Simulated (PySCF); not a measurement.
C11H7N.
SMILES with atom numbers: `[CH:1]#[C:2][C:3](=[CH2:4])[C:5]#[C:6][c:7]1[cH:8][cH:9][n:10][cH:11][cH:12]1`

Structure used (GFN2-xTB), in Å, numbered top down from 1:
```
atom  x, y, z in Å
C1     4.003    1.860    0.008
C2     3.438    0.812    0.157
C3     2.735   -0.411    0.329
C4     3.357   -1.570    0.581
C5     1.328   -0.308    0.213
C6     0.132   -0.182    0.108
C7    -1.266   -0.038   -0.011
C8    -2.122   -1.133    0.135
C9    -3.483   -0.921    0.006
N10   -4.022    0.260   -0.248
C11   -3.210    1.296   -0.386
C12   -1.833    1.210   -0.279
H13    4.512    2.769   -0.119
H14    2.802   -2.484    0.709
H15    4.429   -1.620    0.662
H16   -1.727   -2.115    0.345
H17   -4.185   -1.739    0.112
H18   -3.692    2.242   -0.592
H19   -1.207    2.081   -0.397
```

Probes without a nucleus sit at each ring's centroid and 1 Å off its mean plane on both sides; NICS is minus the shielding there, NICSzz its component along the normal. Level: GIAO PBE0/pcSseg-1 (PySCF, non-relativistic, gas phase) on the GFN2-xTB geometry, one conformer.

Ring bond lengths (Å), with Mayer bond orders in brackets: C7–C8 1.397 (1.39), C8–C9 1.383 (1.41), C9–N10 1.323 (1.47), N10–C11 1.323 (1.47), C11–C12 1.383 (1.41), C12–C7 1.398 (1.39).

Task: Give the NICS values of each ring in ppm.

Result: 
```csv
ring,type,NICS(0),"NICS(1), two faces","NICS(1)zz, two faces",rms pucker (Å),"centre to ring atoms, mean (Å)"
C7–C8–C9–N10–C11–C12,6-membered ring with N; formal bonds all aromatic,-7.0,-10.8 / -10.8,-26.7 / -26.6,0.00,1.37
```

Task: What do they say, and how far can they be read as aromaticity?

Result: 
- C7–C8–C9–N10–C11–C12: mean NICS(1)zz -26.7 ppm, shielded, aromatic by this magnetic criterion (flat ring, no four-coordinate atom).

Task: How equal are the bonds by HOMA? HOMA = 1 − mean of α(R − Ropt)² over the ring bonds, with Krygowski's 1993 parameters (CC: Ropt 1.388 Å, α 257.7 Å⁻²; CN: Ropt 1.334 Å, α 93.52 Å⁻²).

Result: 
- C7–C8–C9–N10–C11–C12: HOMA 0.99; the largest term is that of C12–C7, α(R − Ropt)² = 0.02. The geometric and the magnetic index point the same way.

Task: What is the mean of the two in-plane components of NICS at the first NICS(1) probe listed for ring C7–C8–C9–N10–C11–C12, 1 Å off the ring?

Result: The isotropic value is a third of the trace: (3 × -10.8 − (-26.7))/2 = -2.9 ppm.
